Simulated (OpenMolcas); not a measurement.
Ionisation energies of krypton

```
Program             : OpenMolcas 26.06
Basis               : ANO-R2 [6s5p4d3f1g]
Scalar Hamiltonian  : X2C, finite nucleus
Spin-orbit coupling : RASSI with atomic mean-field integrals over the reference wave functions, term energies averaged over their components
```

Active shells in each charge state: the valence s, p shells, with orbitals averaged over the low states. Where CASPT2's correlated closed shells are named, they are those of the first ion.

A. CASSCF
B. SS-CASPT2, IPEA 0.25 Eh, imaginary shift 0.1 Eh (closed shells correlated: 3s 3p 3d)

Energies in eV between the lowest computed levels, named as in B; reference values from the NIST Atomic Spectra Database with their kind.

| From | To | A | B | Spin-orbit share in B | Reference |
| --- | --- | --- | --- | --- | --- |
| Kr 4s2 4p6 1S0 | Kr+ 4s2 4p5 2P* 3/2 | 13.031 | 13.877 | -0.204 | 14.000 (measured) |
| Kr+ 4s2 4p5 2P* 3/2 | Kr2+ 4s2 4p4 3P2 | 23.210 | 24.180 | -0.082 | 24.360 (measured) |
| Kr2+ 4s2 4p4 3P2 | Kr3+ 4s2 4p3 4S* 3/2 | 34.474 | 35.651 | +0.286 | 35.838 (measured) |
| Kr3+ 4s2 4p3 4S* 3/2 | Kr4+ 4s2 4p2 3P0 | 49.916 | 50.915 | -0.556 | 50.850 (measured) |
| Kr4+ 4s2 4p2 3P0 | Kr5+ 4s2 4p 2P* 1/2 | 63.139 | 64.199 | -0.067 | 64.690 (semi-empirical) |
| Kr5+ 4s2 4p 2P* 1/2 | Kr6+ 4s2 1S0 | 77.066 | 78.261 | +0.623 | 78.490 (semi-empirical) |
| Kr6+ 4s2 1S0 | Kr7+ 4s 2S 1/2 | 108.024 | 108.761 | +0.000 | 109.130 (theoretical) |
| Kr7+ 4s 2S 1/2 | Kr8+ 3d10 1S0 | 124.478 | 125.423 | +0.000 | 125.802 (measured) |

Error against the reference values, in %:

```csv
From,Reference,A,B
Kr,measured,-6.9,-0.9
Kr+,measured,-4.7,-0.7
Kr2+,measured,-3.8,-0.5
Kr3+,measured,-1.8,+0.1
Kr4+,semi-empirical,-2.4,-0.8
Kr5+,semi-empirical,-1.8,-0.3
Kr6+,theoretical,-1.0,-0.3
Kr7+,measured,-1.1,-0.3
```

Mean absolute error over the 5 measured values: A 1.15 eV, B 0.19 eV. B lies closest.

* marks odd parity.
